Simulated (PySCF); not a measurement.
(3S)-3-fluorobut-1-ene (C4H7F), SMILES [C@H](C=C)(F)C.

The structure is a stationary point at PBE-D3(BJ)/def2-SVP. Other conformers were not sampled.

These are PySCF with TDDFT-CAM-B3LYP/def2-SVPD values and carry that method's errors.

Vertical excitations. Isolated molecule, no solvent.

Computed excitation energies, oscillator strengths and character:
```csv
state,energy (eV),λ (nm),f,main pairs
S1,7.28,170,0.170,"HOMO→LUMO 60 %, HOMO→LUMO+1 27 %"
S2,7.46,166,0.310,"HOMO→LUMO+1 59 %, HOMO→LUMO 35 %"
S3,8.04,154,0.005,HOMO−1→LUMO 69 %
S4,8.11,153,0.010,HOMO→LUMO+2 74 %
S5,8.51,146,0.007,HOMO→LUMO+4 78 %
S6,8.74,142,0.031,HOMO→LUMO+3 75 %
S7,9.00,138,0.003,"HOMO−3→LUMO 50 %, HOMO−2→LUMO 12 %, HOMO−1→LUMO 11 %, HOMO−3→LUMO+1 8 %"
S8,9.23,134,0.012,HOMO→LUMO+5 78 %
S9,9.26,134,0.005,"HOMO−2→LUMO 72 %, HOMO−3→LUMO 11 %"
S10,9.30,133,0.008,HOMO−1→LUMO+1 77 %
T1,4.29,289,0,"HOMO→LUMO 74 %, HOMO→LUMO+1 17 %"
T2,7.18,173,0,"HOMO→LUMO+1 70 %, HOMO→LUMO 11 %"
T3,7.59,163,0,"HOMO−1→LUMO 68 %, HOMO−1→LUMO+1 11 %"
T4,7.94,156,0,"HOMO→LUMO+2 75 %, HOMO→LUMO+3 11 %"
```
Triplets are in the Tamm–Dancoff approximation, which puts them higher than full response would, so one can lie above its singlet here.
